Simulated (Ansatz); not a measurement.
A nudged elastic band was laid between two geometries of C$_{2}$H$_{3}$NOTe (8 atoms, charge 0, multiplicity 1).

Theory: UKS PBE-D4/def2-SVP in Ansatz.

| Quantity | Value |
| --- | --- |
| movable images | 9 |
| climbing image | yes |
| spring | 5.0 eV/Å² |
| optimiser | quadratic models (default) |
| start path | through a guess of the saddle point |
| force threshold | 0.05 eV/Å |
| iteration limit | 43 |
| end points | relaxed |

First end point:

```xyz
8
Properties=species:S:1:pos:R:3
N -0.554 1.454 1.439
C -0.261 0.668 0.503
O 0.318 -0.547 0.694
C 0.489 -1.136 -0.598
Te -0.376 0.544 -1.720
H -0.985 2.333 1.136
H 1.561 -1.304 -0.820
H -0.099 -2.070 -0.690
```

Last end point:

```xyz
8
Properties=species:S:1:pos:R:3
N -0.754 1.076 1.339
C -0.202 0.609 0.308
O 0.351 -0.717 0.398
C 0.394 -1.291 -1.234
Te 0.176 0.929 -1.760
H -1.160 2.010 1.199
H 1.519 -1.389 -1.265
H -0.232 -1.284 0.958
```

Problem. What changes between the two ends?

Solution. Bonds broken: C4–H8. Bonds formed: O3–H8.

Problem. Give the energies along the band, and the barrier.

Solution. It converged. The highest image is number 7 of 0 to 10, 362.1 kJ/mol above the first end and 26.5 kJ/mol above the last; the last end lies 335.5 kJ/mol above the first. Neighbouring images differ by up to 1.3 eV, so the band resolves the path poorly. A vibrational analysis at the climbing image gives one clearly imaginary mode, 867i cm⁻¹: a first-order saddle point. The orbitals stay closed-shell, which can raise the energy where a bond breaks towards radicals; this wasn't checked here.

```csv
image,path coordinate (Å),energy (kJ/mol),C4–H8 (Å),O3–H8 (Å)
0,0.00,0.0,1.11,2.10
1,0.27,1.5,1.11,2.09
2,0.54,6.7,1.11,2.07
3,0.81,29.8,1.10,1.93
4,1.08,107.7,1.11,1.70
5,1.34,230.4,1.18,1.46
6,1.61,335.8,1.36,1.22
7,1.88,362.1,1.64,1.03
8,2.19,350.0,1.93,0.99
9,2.51,337.8,2.18,0.98
10,2.82,335.5,2.28,0.99
```

Problem. What is the geometry of the highest image?

Solution. 
```xyz
8
Properties=species:S:1:pos:R:3
N -0.655 1.225 1.410
C -0.246 0.591 0.405
O 0.364 -0.689 0.620
C 0.482 -1.308 -1.097
Te -0.071 0.775 -1.727
H -1.083 2.130 1.172
H 1.600 -1.351 -1.178
H -0.299 -1.430 0.339
```

The run took 5.4 min on 2 threads of Arm Neoverse V1, with other jobs on the host, peak memory 0.17 GiB.
